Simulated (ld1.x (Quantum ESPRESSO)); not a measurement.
**N: excitation energies, all-electron against TM semilocal**

nitrogen (N), norm-conserving Troullier–Martins (semilocal form), made with ld1.x (Quantum ESPRESSO) 7.5 (LDA (PZ), scalar-relativistic). Core [He], reference 2s2 2p3. Waves: 2s (bound): rc 0.70 bohr; 2p (bound): rc 1.25 bohr; 3d channel at -0.05 Ry: rc 1.15 bohr. Local part: the d channel. Core correction: none.

Energies are relative to the spin-unpolarised reference configuration 2s2 2p3; without spin polarisation the order of configurations can differ from experiment. Spin-polarised rows fill each open shell by Hund’s rule, majority spin first. The frozen-core shift is the all-electron ΔE with the core orbitals held at their reference shape minus the fully relaxed ΔE.

Task: Give the all-electron excitation energy and the error of the potential for: 2s2 2p2; 2s2 2p1; 2s2 2p0; 2s0 2p5; 2s1 2p3; 2s2 2p2.5; 2s2 2p3.3; 2s2 2p3 (spin-polarised); 2s2 2p2 (spin-polarised).

Result:

| valence configuration | charge | ΔE all-electron (eV) | error AE − PS (meV) | frozen-core shift (meV) |
| --- | --- | --- | --- | --- |
| 2s2 2p2 | +1 | 13.732 | +5.4 | +0.2 |
| 2s2 2p1 | +2 | 42.702 | +81 | +2.2 |
| 2s2 2p0 | +3 | 89.866 | +443 | +13 |
| 2s0 2p5 | 0 | 22.452 | +57 | +1.9 |
| 2s1 2p3 | +1 | 25.184 | +0.2 | +0.8 |
| 2s2 2p2.5 | +0.5 | 5.167 | +0.3 | 0.0 |
| 2s2 2p3.3 | -0.3 | -1.665 | +0.1 | 0.0 |
| 2s2 2p3 (spin-polarised) | 0 | -2.892 | +291 | +3.5 |
| 2s2 2p2 (spin-polarised) | +1 | 12.043 | +204 | +2.7 |

Levels in the configuration 2s2 2p2:

```json
{"level": "2s", "all-electron (eV)": "-32.250", "pseudo (eV)": "-32.254"}
{"level": "2p", "all-electron (eV)": "-20.817", "pseudo (eV)": "-20.795"}
```
